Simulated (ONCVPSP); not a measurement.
# Building the ONCV potential for praseodymium (PBE, non-relativistic).

Input for ONCVPSP 4.0.1:

```
# ATOM AND REFERENCE CONFIGURATION
# atsym  z   nc   nv     iexc    psfile
  Pr 59.00   11    2        4      upf
#
#   n    l    f
    1    0    2.00
    2    0    2.00
    2    1    6.00
    3    0    2.00
    3    1    6.00
    3    2   10.00
    4    0    2.00
    4    1    6.00
    4    2   10.00
    5    0    2.00
    5    1    6.00
    4    3    3.00
    6    0    2.00
#
# PSEUDOPOTENTIAL AND OPTIMIZATION
# lmax
    3
#
#   l,   rc,      ep,       ncon, nbas, qcut
    0    3.40    0.00    4    9    2.50
    1    3.50    0.18    3    7    2.50
    2    3.65    0.23    3    7    2.70
    3    1.65    0.00    5   10   11.60
#
# LOCAL POTENTIAL
# lloc, lpopt,  rc(5),   dvloc0
    4    5    1.25    0.00
#
# VANDERBILT-KLEINMAN-BYLANDER PROJECTORs
# l, nproj, debl
    0    1    2.20
    1    2    3.30
    2    1    0.80
    3    2    1.80
#
# MODEL CORE CHARGE
# icmod, fcfact, rcfact
    4    0.60    0.00
#
# LOG DERIVATIVE ANALYSIS
# epsh1, epsh2, depsh
   -2.00    5.00    0.02
#
# OUTPUT GRID
# rlmax, drl
    6.00    0.01
#
# TEST CONFIGURATIONS
# ncnf
    4
# nvcnf
#   n    l    f
    2
    4    3    3.00
    6    0    1.00
#
    2
    4    3    3.00
    6    0    0.00
#
    2
    4    3    2.00
    6    0    0.00
#
    3
    4    3    2.00
    6    0    2.00
    5    2    1.00
#
```

Command:

```bash
oncvpspnr.x < Pr.dat > Pr.out
```

Resulting log (shortened: citation, most of the input echo, consistency checks and plot data are left out):

```
ONCVPSP  (Optimized Norm-Conservinng Vanderbilt PSeudopotential)
scalar-relativistic version 4.0.1

#   n    l    f        energy (Ha)
    1    0    2.00    -1.4587209E+03
    2    0    2.00    -2.2759799E+02
    2    1    6.00    -2.1548733E+02
    3    0    2.00    -4.8973270E+01
    3    1    6.00    -4.3711313E+01
    3    2   10.00    -3.3913320E+01
    4    0    2.00    -9.6078288E+00
    4    1    6.00    -7.6307753E+00
    4    2   10.00    -4.1571839E+00
    5    0    2.00    -1.2934378E+00
    5    1    6.00    -7.7554910E-01
    4    3    3.00    -1.4728942E-01
    6    0    2.00    -1.2040855E-01

Reference configufation results
  iterations    33
  all-electron total energy (Ha)   -8.92362635D+03

Begin loop to  construct optimized pseudo wave functions
and semi-local pseudopoentials for all angular momenta

Calculating optimized projector #   1

 for l=   0

    Fraction of norm inside rc  0.200897
    Optimizing pswf for qcut=   2.50 a_B^-1,  ecut=   3.12 Ha
    Residual kinetic energy error=  4.36D-05 Ha

    Energy error per electron        Cutoff
         Ha          eV             Ha
         0.01000     0.27211        0.61
         0.00100     0.02721        1.20
         0.00010     0.00272        1.99
         0.00001     0.00027       16.91

WARNING wellstate: moderately localized bound state found for n= 6 l=  1
WARNING scattering state with energy  0.05000000
WARNING will be used for the first projector

   Wellstate for l =  1  n =  6
     eigenvalue =   0.0500
     asymptotic potential =   0.5500
     half-point radius =  6.1896

   Wellstate for l =  1  n = 10
     eigenvalue =   3.3500
     asymptotic potential =   3.8500
     half-point radius =  6.2610

Calculating optimized projector #   1

 for l=   1

    Fraction of norm inside rc  0.240980
    Optimizing pswf for qcut=   2.50 a_B^-1,  ecut=   3.12 Ha
    Residual kinetic energy error=  2.67D-04 Ha

    Energy error per electron        Cutoff
         Ha          eV             Ha
         0.01000     0.27211        0.59
         0.00100     0.02721        2.21
         0.00010     0.00272       10.18
         0.00001     0.00027       21.53

Calculating optimized projector #   2

 for l=   1

    Fraction of norm inside rc  0.169040
    Optimizing pswf for qcut=   2.50 a_B^-1,  ecut=   3.12 Ha
    Residual kinetic energy error=  1.81D-01 Ha

    Energy error per electron        Cutoff
         Ha          eV             Ha
         0.01000     0.27211       11.88
         0.00100     0.02721       19.21
         0.00010     0.00272       35.37
         0.00001     0.00027       73.55

WARNING wellstate: localized bound state found for n= 5 l= 2
WARNING this state with energy -0.09399313
WARNING will be used for the first projector

Calculating optimized projector #   1

 for l=   2

    Fraction of norm inside rc  0.705706
    Optimizing pswf for qcut=   2.70 a_B^-1,  ecut=   3.65 Ha
    Residual kinetic energy error=  1.37D-03 Ha

    Energy error per electron        Cutoff
         Ha          eV             Ha
         0.01000     0.27211        2.81
         0.00100     0.02721        4.29
         0.00010     0.00272       13.98
         0.00001     0.00027       27.55

   Wellstate for l =  3  n =  6
     eigenvalue =   1.6527
     asymptotic potential =   2.1527
     half-point radius =  4.2228

Calculating optimized projector #   1

 for l=   3

    Fraction of norm inside rc  0.847457
    Optimizing pswf for qcut=  11.60 a_B^-1,  ecut=  67.26 Ha
    Residual kinetic energy error=  9.04D-06 Ha

    Energy error per electron        Cutoff
         Ha          eV             Ha
         0.01000     0.27211       47.55
         0.00100     0.02721       54.67
         0.00010     0.00272       60.26
         0.00001     0.00027       66.53

Calculating optimized projector #   2

 for l=   3

    Fraction of norm inside rc  0.090506
    Optimizing pswf for qcut=  11.60 a_B^-1,  ecut=  67.26 Ha
    Residual kinetic energy error=  8.40D-06 Ha

    Energy error per electron        Cutoff
         Ha          eV             Ha
         0.01000     0.27211       46.03
         0.00100     0.02721       54.72
         0.00010     0.00272       61.24
         0.00001     0.00027       67.75

Construct Vanderbilt / Kleinmman-Bylander projectors

B matrix Hermiticity error, ll=   1
   1   2   -3.2096E-07

  Orthonormal projector coefficients  6.7870E+00  6.9404E-01

B matrix Hermiticity error, ll=   3
   1   2   -6.7706E-09

  Orthonormal projector coefficients -1.0809E+01 -3.5877E+00

Model core correction analysis
  based on d2Exc/dn_idn_j

d2excae - all-electron derivatives

   -1.795496D-02   -1.351063D-03
   -1.350819D-03   -2.503231D-02

d2excps - pseudofunction derivatives with no core correction

   -8.107129D-02   -1.796445D-03
   -1.796199D-03   -2.731163D-02

rms 2nd derivative error    3.158031E-02

rmatch, rhocmatch    3.1680    0.0475

Coarse scan for minimum error
  matrix elements: rms 2nd-derivative errors (mHa)
  column index : amplitude prefactor to rhocmatch
  row index : scale prefactor to rmatch

         1.500  2.000  2.500  3.000  3.500  4.000  4.500  5.000  5.500  6.000

  1.0   30.977 30.784 30.595 30.411 30.231 30.055 29.883 29.714 29.549 29.388
  1.1   30.919 30.711 30.510 30.314 30.123 29.938 29.758 29.583 29.411 29.245
  1.2   30.871 30.652 30.441 30.238 30.041 29.850 29.665 29.485 29.310 29.140
  1.3   30.832 30.605 30.388 30.179 29.978 29.785 29.597 29.416 29.239 29.068
  1.4   30.799 30.568 30.348 30.137 29.936 29.742 29.555 29.375 29.200 29.030
  1.5   30.774 30.542 30.322 30.114 29.916 29.726 29.543 29.368 29.198 29.033
  1.6   30.758 30.528 30.314 30.112 29.921 29.738 29.564 29.396 29.234 29.078
  1.7   30.751 30.528 30.323 30.131 29.950 29.777 29.613 29.455 29.302 29.155
  1.8   30.754 30.542 30.348 30.168 29.999 29.837 29.683 29.535 29.391 29.252
  1.9   30.766 30.567 30.387 30.219 30.061 29.910 29.765 29.625 29.489 29.356

Nelder-Mead iteration
 converged in  20 steps
amplitude prefactor, scale prefactor
  665.9221   25.3778

Optimized Teter model core charge

d2excps - pseudofunction derivatives with core correction

   -1.832310D-02   -6.042773D-05
   -6.042779D-05   -2.203925D-04

rms 2nd derivative error    1.244083E-02

Pseudoatom total energy   -6.057409

Diagnostic tests using Vanderbilt-Kleinman-Bylander pseudopotentials
  1 or more projectors used as specified by nproj input data

   l    rcore       rmatch      e in        delta e   norm test  slope test

   0   3.4037872   3.5071336  -0.1204085  -0.0000000   1.0000000   1.0000003

   1   3.5071336   3.6136178   0.0500000  -0.0001340   1.0000612   1.0000612
   1   3.5071336   3.6136178   3.3500000   0.0003800   1.0008021   1.0008021

   2   3.6571113   3.7681491  -0.0939931  -0.0000587   0.9999519   0.9993473

   3   1.6504666   1.7005783  -0.1472894  -0.0000000   1.0000007   1.0000007
   3   1.6504666   1.7005783   1.6527106  -0.0000001   1.0000000   1.0000000

 Testing for bound ghosts
   n   l    E NL Schr. Eq   E Basis Diag.   E Cutoff

       0                       -9.603276     22.40  WARNING - GHOST(-)
       0                       -1.456850     22.40  WARNING - GHOST(-)
   1   0       -0.120409       -0.117877     22.40

       1                       -1.737774     17.82  WARNING - GHOST(-)
       1                       -0.041048     17.82  WARNING - GHOST(-)

   3   2       -0.094052       -0.093560     13.77

   4   3       -0.147289       -0.145987    224.33

 Testing for highly-localized positive-energy ghosts
       l    <radius>/rc     E Basis Diag.   E Cutoff

       1        0.379185        3.408418     17.82  WARNING - GHOST(+)

Test configuration 0

   n   l     f        eae           eps        diff
   1   0  2.0000-1458.72094855
   2   0  2.0000 -227.59799321
   2   1  6.0000 -215.48732594
   3   0  2.0000  -48.97326975
   3   1  6.0000  -43.71131253
   3   2 10.0000  -33.91331962
   4   0  2.0000   -9.60782876
   4   1  6.0000   -7.63077531
   4   2 10.0000   -4.15718395
   5   0  2.0000   -1.29343784
   5   1  6.0000   -0.77554910
   4   3  3.0000   -0.14728942   -0.14728944   -1.63D-08
   6   0  2.0000   -0.12040855   -0.12040856   -1.10D-08

    Total energies and differences
      AE_ref= -8.92362635D+03  AE_tst= -8.92362635D+03  dif=  0.00D+00
      PS_ref= -6.05740897D+00  PS_tst= -6.05740897D+00  dif= -1.60D-14
      PSP excitation error=  1.60D-14

Test configuration 1

   n   l     f        eae           eps        diff
   1   0  2.0000-1458.93214332
   2   0  2.0000 -227.80855600
   2   1  6.0000 -215.69798109
   3   0  2.0000  -49.18314641
   3   1  6.0000  -43.92121939
   3   2 10.0000  -34.12330620
   4   0  2.0000   -9.81785547
   4   1  6.0000   -7.84083449
   4   2 10.0000   -4.36730384
   5   0  2.0000   -1.50355440
   5   1  6.0000   -0.98479236
   4   3  3.0000   -0.35697927   -0.36241090   -5.43D-03
   6   0  1.0000   -0.28244557   -0.30623326   -2.38D-02

    Total energies and differences
      AE_ref= -8.92362635D+03  AE_tst= -8.92342651D+03  dif=  2.00D-01
      PS_ref= -6.05740897D+00  PS_tst= -5.84640878D+00  dif=  2.11D-01
      PSP excitation error= -1.12D-02

Test configuration 2

   n   l     f        eae           eps        diff
   1   0  2.0000-1459.18152488
   2   0  2.0000 -228.05686542
   2   1  6.0000 -215.94643719
   3   0  2.0000  -49.43031959
   3   1  6.0000  -44.16844306
   3   2 10.0000  -34.37066493
   4   0  2.0000  -10.06517055
   4   1  6.0000   -8.08819016
   4   2 10.0000   -4.61472517
   5   0  2.0000   -1.74985476
   5   1  6.0000   -1.22885854
   4   3  3.0000   -0.60331967   -0.61182139   -8.50D-03

    Total energies and differences
      AE_ref= -8.92362635D+03  AE_tst= -8.92305504D+03  dif=  5.71D-01
      PS_ref= -6.05740897D+00  PS_tst= -5.43659125D+00  dif=  6.21D-01
      PSP excitation error= -4.95D-02

Test configuration 3

psatom: WARNING lschvkbb convergence error n,l,iter=   4   3   4
ea(ii),et,emin,emax -1.599680E-01 -1.759648E-01 -1.759648E-01 -1.759648E-01
run_config: WARNING for fully non-local PS atom, stg. 1
 WARNING no output for configuration 4

Test configuration 4

psatom: WARNING lschvkbb convergence error n,l,iter=   1   0  47
ea(ii),et,emin,emax -3.079850E-01 -3.162734E-01 -3.162734E-01 -3.162734E-01
run_config: WARNING for fully non-local PS atom, stg. 1
 WARNING no output for configuration 5
```

oncvpspnr.x prints “scalar-relativistic version” in its banner although the run is non-relativistic.

Note: ghosts flagged at negative energy: s at -261.3 eV, s at -39.6 eV, p at -47.3 eV (a further GHOST(-) flag falls on a real empty level of the atom); GHOST(+) flagged for p at 92.7 eV. A true bound ghost makes a file unfit for plane-wave use.

The run took about 5.3 s on one core of a shared server CPU.
